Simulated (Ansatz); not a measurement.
Input for Ansatz (a first-principles code): R-CCSD(T)/def2-SVPD on CH7BrSi (a complex). The run froze 20 orbitals, filled d shells among them.

Ansatz 0.2 input:
```yaml
crystal:
  periodic: [false, false, false]
  atoms:
    - {symbol: Si, position_ang: [-0.04432004, -0.30236445, 0.09889973]}
    - {symbol: H, position_ang: [0.63094637, -1.58136618, 0.40109722]}
    - {symbol: H, position_ang: [-1.41016514, -0.30164949, 0.66879936]}
    - {symbol: H, position_ang: [-0.13677425, -0.12743474, -1.37007421]}
    - {symbol: H, position_ang: [0.72520626, 0.82593718, 0.66896563]}
    - {symbol: C, position_ang: [-0.87322706, 1.25997120, 3.61939676]}
    - {symbol: Br, position_ang: [0.03570280, -0.45195595, 3.89079994]}
    - {symbol: H, position_ang: [-0.19723431, 1.90459817, 3.06910612]}
    - {symbol: H, position_ang: [-1.10171808, 1.66868544, 4.59726121]}
    - {symbol: H, position_ang: [-1.77573576, 1.06369385, 3.05167291]}
basis:
  gaussian:
    orbitals: def2-SVPD
magnetization: {spin_polarized: false}
correlation: {method: ccsd_t, electrons: outside_noble_gas}
scf: {lower_state_search: off}
```

Q: Give the final energy of this run.

A: -2903.3249 hartree (reference determinant -2902.8444, T1 diagnostic 0.010).

Q: How many basis functions does it have, and what does it roughly cost on one machine?

A: 141 functions; about 19 core-seconds (a rough figure).
